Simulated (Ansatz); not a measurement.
Consider the formal exchange of groups at the Si–B bond: `[SiH3]B1OCO1` + `OCN[SiH3]` → `OC([SiH3])N[SiH3]` + `B1OCO1`.

Computed with Ansatz on PBE0-D4/def2-TZVP structures; ΔE is electronic, products minus reactants. CBS: MP2 limit from def2 TZ/QZ plus the TZ coupled-cluster correction, frozen cores. Functionals use def2-TZVPP. One conformer a species, not always the lowest.

```tsv
species	ωB97M-V energy (Eh)
`[SiH3]B1OCO1`	-505.94534
`OCN[SiH3]`	-461.77879
`OC([SiH3])N[SiH3]`	-752.44712
`B1OCO1`	-215.27603
```

(1) Work out ΔE.

Largest T1 diagnostic among the species: 0.015.

## Answers

(1) ΔE = (-752.44712) + (-215.27603) − (-505.94534) − (-461.77879) = 0.00098 Eh = +2.6 kJ/mol. CCSD(T)/CBS gives +5.6 kJ/mol.

The D4 term adds −6.2 kJ/mol with B3LYP and −3.4 kJ/mol with PBE0; it sums over pairs of atoms, weighted by their polarisabilities, and B3LYP, whose exchange is more repulsive, gets the larger term.

B3LYP here is the variant with VWN-RPA as its local correlation; programs differ in this.
